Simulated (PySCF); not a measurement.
Xe²⁺ (xenon, charge +2) across methods

[Kr] 4d10 5s2 5p4, high-spin 3P determinant. Calculation: PySCF 2.14, in aug-cc-pwCVTZ-DK3 with one added diffuse shell each of s, p, d, f type (11s10p8d5f1g, 125 functions); the spin-free X2C one-electron Hamiltonian (Gaussian nucleus).

```json
{"method": "UHF", "E (hartree)": "-7442.04411", "mean ε 5s β (eV)": "-43.064", "mean ε 5p α (eV)": "-32.356", "mean ε 5p β (eV)": "-30.071", "Σ⟨r²⟩ (bohr²)": "43.21", "⟨S²⟩": "2.010"}
{"method": "wB97M-V", "E (hartree)": "-7444.47", "mean ε 5s β (eV)": "-42.290", "mean ε 5p α (eV)": "-31.057", "mean ε 5p β (eV)": "-29.400", "Σ⟨r²⟩ (bohr²)": "42.98", "⟨S²⟩": "2.003"}
{"method": "LDA", "E (hartree)": "-7438.28", "mean ε 5s β (eV)": "-38.722", "mean ε 5p α (eV)": "-27.453", "mean ε 5p β (eV)": "-25.930", "Σ⟨r²⟩ (bohr²)": "42.78", "⟨S²⟩": "2.001"}
{"method": "r2SCAN", "E (hartree)": "-7444.98", "mean ε 5s β (eV)": "-38.365", "mean ε 5p α (eV)": "-27.865", "mean ε 5p β (eV)": "-26.069", "Σ⟨r²⟩ (bohr²)": "42.82", "⟨S²⟩": "2.005"}
{"method": "PBE", "E (hartree)": "-7444.57", "mean ε 5s β (eV)": "-38.261", "mean ε 5p α (eV)": "-27.359", "mean ε 5p β (eV)": "-25.749", "Σ⟨r²⟩ (bohr²)": "42.84", "⟨S²⟩": "2.003"}
{"method": "PBE0", "E (hartree)": "-7444.64", "mean ε 5s β (eV)": "-39.801", "mean ε 5p α (eV)": "-28.853", "mean ε 5p β (eV)": "-27.104", "Σ⟨r²⟩ (bohr²)": "42.82", "⟨S²⟩": "2.004"}
{"method": "wB97X", "E (hartree)": "-7445.27", "mean ε 5s β (eV)": "-42.605", "mean ε 5p α (eV)": "-31.127", "mean ε 5p β (eV)": "-29.516", "Σ⟨r²⟩ (bohr²)": "42.81", "⟨S²⟩": "2.002"}
```

**Question.** Estimate the same row for BHandHLYP.

**Answer.** E (hartree) = -7444.98; mean ε 5s β (eV) = -41.320; mean ε 5p α (eV) = -30.042; mean ε 5p β (eV) = -28.303; Σ⟨r²⟩ (bohr²) = 42.97; ⟨S²⟩ = 2.004.
